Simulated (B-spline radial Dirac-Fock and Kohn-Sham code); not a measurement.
**Free-atom binding energies and absorption edges of Ba**

These are calculated numbers from an atomic code on a B-spline grid; the model is relaxed Dirac-Fock hole states (ΔSCF) with Breit and QED corrections and a finite nucleus. Correlation and solid-state effects are left out.

The run's input, task.json:

```json
{"items": [{
  "Z": 56,
  "q": 0,
  "cfg": [[1, 0, 2], [2, 0, 2], [2, 1, 6], [3, 0, 2], [3, 1, 6], [3, 2, 10], [4, 0, 2], [4, 1, 6], [4, 2, 10], [5, 0, 2], [5, 1, 6], [6, 0, 2]],
  "A": 138,
  "rrms": 4.8378,
  "do": ["binding"],
  "screen": [6, 1]
}]}
```

Command: `python xray_run.py task.json out`

Two models are given for [Xe] 6s2. In the first the electron is removed to infinity. In the second it is placed in the 6p shell, so that the atom stays neutral; this mimics a hole screened by valence charge, or the onset of absorption below the ionisation limit. The tabulated edges (Elam, Ravel and Sieber, Radiat. Phys. Chem. 63, 121 (2002)) refer to the element in its standard state, with the Fermi level as zero for a metal.

```
level  ionised (eV)  screened (eV)  tabulated (eV)  ionised − table  screened − table
    K       37447.0        37443.2         37441.0             +6.0              +2.2
   L1        6003.8         6000.0          5989.0            +14.8             +11.0
   L2        5633.2         5629.4          5624.0             +9.2              +5.4
   L3        5256.3         5252.5          5247.0             +9.3              +5.5
   M1        1304.2         1300.4          1293.0            +11.2              +7.4
   M2        1148.9         1145.1          1137.0            +11.9              +8.1
   M3        1074.5         1070.7          1063.0            +11.5              +7.7
   M4         804.9          801.1           795.7             +9.2              +5.4
   M5         789.6          785.8           780.5             +9.1              +5.3
   N1         271.9          268.1           253.5            +18.4             +14.6
   N2         213.4          209.7           192.0            +21.4             +17.7
   N3         197.9          194.2           178.6            +19.3             +15.6
   N4         100.6          96.86           92.60             +8.0              +4.3
   N5         98.02          94.27           89.90             +8.1              +4.4
   O1         41.77          38.06           30.30            +11.5              +7.8
```

The screened model lies closer: the mean absolute deviations are 11.9 eV (ionised) and 8.2 eV (screened). Screening lowers the levels by 3.8 eV on average.
